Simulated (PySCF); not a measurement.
Compound: MoN(OMe)3, C₃H₉MoNO₃ (singlet state).
Structure used (PBE0-D3(BJ)/def2-SVP), in Å, numbered top down from 1:
```
atom  x, y, z in Å
Mo1   -0.0022    0.0149   -0.2604
N2    -0.0298   -0.0072    1.3693
O3     1.6044   -0.8117   -0.7278
C4     2.6617   -1.3767   -0.0102
H5     2.4723   -1.3394    1.0772
H6     3.5955   -0.8325   -0.2287
H7     2.7977   -2.4283   -0.3132
O8    -0.0750    1.8221   -0.7242
C9    -0.1474    3.0195   -0.0089
H10   -0.1411    2.8371    1.0804
H11   -1.0720    3.5591   -0.2744
H12    0.7109    3.6618   -0.2680
O13   -1.5081   -0.9573   -0.7826
C14   -2.5144   -1.6465   -0.1013
H15   -2.4360   -1.4951    0.9900
H16   -2.4423   -2.7261   -0.3159
H17   -3.5026   -1.2943   -0.4410
```

The calculation used PBE0-D3(BJ)/def2-SVP geometry optimisation, gas phase, def2 core potentials past Kr in PySCF.

(1) Which atoms are bound to Mo1, and at what distances?

(2) List the angles at Mo1.

(3) What is the shape at Mo1?

(4) What are the other bond lengths?

(5) Give some angles away from the centre.

## Answers

(1) 4 atoms: N2 1.630 Å, O3 1.866 Å, O13 1.867 Å, O8 1.867 Å. The nearest atom not counted as bound is C4, at 3.02 Å (others tie with it).

(2) 
```json
{"angle": "O8–Mo1–O13", "degrees": "113.8", "distance of the outer atoms (Å)": "3.13"}
{"angle": "O3–Mo1–O8", "degrees": "113.6", "distance of the outer atoms (Å)": "3.12"}
{"angle": "O3–Mo1–O13", "degrees": "113.2", "distance of the outer atoms (Å)": "3.12"}
{"angle": "N2–Mo1–O8", "degrees": "105.1", "distance of the outer atoms (Å)": "2.78"}
{"angle": "N2–Mo1–O3", "degrees": "105.0", "distance of the outer atoms (Å)": "2.78"}
{"angle": "N2–Mo1–O13", "degrees": "105.0", "distance of the outer atoms (Å)": "2.78"}
```

(3) Distorted tetrahedral: angles from 105.0° to 113.8°; τ4 = (360° − α − β)/141° = 0.94 with α and β the two widest (0 for a square, 1 for a tetrahedron).

(4) O3–C4, O8–C9, O13–C14 1.397 Å; C4–H5 and 8 like bonds 1.103 Å.

(5) Mo1–O3–C4 134.6°.

Point group: near C3v, missed by 0.22 Å at most; the miss may be what the optimiser left on a soft mode. Charge 0, singlet. PBE0-D3(BJ)/def2-SVP frequencies: not computed here.
